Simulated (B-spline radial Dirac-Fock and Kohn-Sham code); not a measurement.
# Binding energies of Se²⁺ at several levels of theory

System: Se²⁺, [Ar] 3d10 4s2 4p2.

The density-functional columns are spherical, spin-unpolarised Dirac-Kohn-Sham results without Breit or QED terms: −ε is minus the orbital energy of the initial state and ΔSCF the difference of two total energies. The reference in the last column comes from relaxed Dirac-Fock hole states (ΔSCF) with Breit and QED corrections and a finite nucleus. All numbers are from a radial atomic solver, in eV; a selection of levels is shown. The Kohn-Sham columns are given as differences from the reference. For the 1s level of heavy atoms much of the gap between ΔSCF and the reference is the Breit and QED part, -27.3 eV here; for other levels the error of the functional can be larger.

```tsv
level	LDA −ε − DF	LDA ΔSCF − DF	PBE −ε − DF	PBE ΔSCF − DF	Dirac-Fock
K	-187.8	+24.5	-166.3	+46.6	12690.3
L1	-66.0	-30.9	-63.6	-28.7	1692.9
L2	-46.1	-3.1	-45.4	-2.5	1509.5
L3	-46.8	-5.0	-46.2	-4.4	1468.5
M1	-31.4	-17.7	-30.6	-16.9	266.8
M2	-23.6	-10.0	-23.4	-9.8	203.0
M3	-23.6	-10.1	-23.4	-9.9	197.1
M4	-10.9	+2.2	-11.2	+1.8	87.56
M5	-11.0	+2.0	-11.3	+1.7	86.72
N1	-4.4	+1.9	-4.7	+1.5	42.28
N2,3	-4.5	+1.0	-4.7	+0.7	30.20
```

Values without a named source are computed, but for edge energies of neutral atoms, which are taken from tables.
